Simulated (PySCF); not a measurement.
**Potassium: a sound run and one with changed settings**

Sound run: K [Ar] 4s1, K⁺ [Ar]. Calculation: PySCF 2.14, in x2c-TZVPall (6s4p3d, 33 functions); the spin-free X2C one-electron Hamiltonian (Gaussian nucleus). The sound run starts from symmetry-adapted Hartree-Fock orbitals and uses a fine grid where one is needed.

Changed run: initial guess sap, at most 50 SCF cycles, level shift 10.0 hartree.

```
species  method  sound run (hartree)  changed run (hartree)  converged
      K     UHF           -601.44941             -601.44940         no
      K    TPSS           -602.23151             -602.22915         no
      K    MN15           -602.36502             -602.36434         no
     K⁺     UHF           -601.30155             -601.30155         no
     K⁺    TPSS           -602.07499             -602.07499         no
     K⁺    MN15           -602.21084             -602.21084         no
```

A level shift slows the SCF but leaves a converged energy unchanged.
